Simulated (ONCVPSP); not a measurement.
# ytterbium (Yb): one change to an ONCV potential, before and after

- Element: Yb (Z = 70)
- Generator: ONCVPSP 4.0.1
- Type: optimised norm-conserving Vanderbilt (ONCV)
- Functional: LDA (Perdew-Wang 92)
- Relativity: scalar-relativistic
- Frozen core: [Kr] 4d10 4f13
- Valence charge: 11
- Reference configuration: 5s2 5p6 5d1 6s2
- Partial waves: 5s+6s: rc 1.60 bohr, ncon 4, nbas 8, qcut 6.6 1/bohr, 3 projectors, debl 1.8 Ha; 5p: rc 1.75 bohr, ncon 3, nbas 6, qcut 9.7 1/bohr, 2 projectors, debl 1.1 Ha; 5d: rc 3.30 bohr, ncon 3, nbas 8, qcut 5.3 1/bohr, 1 projector
- Local potential: polynomial inside 1.05 bohr (lpopt 5, dvloc0 1 Ha)
- Core correction: Teter function, fcfact 5.5, rcfact 1.05

In the p channel the program set the typed energies aside and used -1.145, 0.250 Ha.

Change: d: rc 2.84.

Cutoffs: the cutoffs (Ha) at which the residual kinetic energy of the hardest occupied pseudo-wave falls to 1 and 0.1 mHa per electron; they do not see the model core or the augmentation charge, which bear on the density cutoff. Errors are all-electron minus pseudo energies relative to the spin-unpolarised reference configuration.

Task: How do hardness, ghosts and transferability respond?

Result: The potential gets neither clearly harder nor softer (24 Ha and 29 Ha → 24 Ha and 29 Ha); of the 3 tests that both files solve, the error grows in 2 and shrinks in 0 by more than 15 % and 0.3 meV (median size 0.2 → 0.4 meV); neither file shows a bound ghost.

| quantity | base | changed |
| --- | --- | --- |
| cutoff, loose | 24 Ha | 24 Ha |
| cutoff, tight | 29 Ha | 29 Ha |
| loose cutoff by channel | s 18 Ha, p 24 Ha, d 7.9 Ha | s 18 Ha, p 24 Ha, d 8.6 Ha |
| bound ghosts | none | none |
| GHOST(+) flags under 300 eV | s at 127.6 eV, p at 241.4 eV | s at 127.6 eV, p at 241.4 eV |
| tests counted as reliable (solved cleanly; for ONCVPSP, near-neutral configurations with less than one 5d electron left out) | 3 of 4 | 3 of 4 |
| error for 5s2 5p6 5d1 6s1, meV [ΔE 7.46 eV] | 0.0 | +0.4 |
| error for 5s2 5p6 5d1 6s0, meV [ΔE 20.85 eV] | +7.2 | +11 |
| error for 5s2 5p6 5d1 6s1.5, meV [ΔE 3.03 eV] | -0.2 | -0.2 |
| s: phases at 1.63 bohr within 0.05 rad from the reference energy up to (Ha; the scan ends near 5) | to the end of the scan | to the end of the scan |
| p: phases at 1.78 bohr within 0.05 rad from the reference energy up to (Ha; the scan ends near 5) | to the end of the scan | to the end of the scan |
| rms error of d²Exc/dni dnj with the model core, mHa | 4.24 | 4.25 |
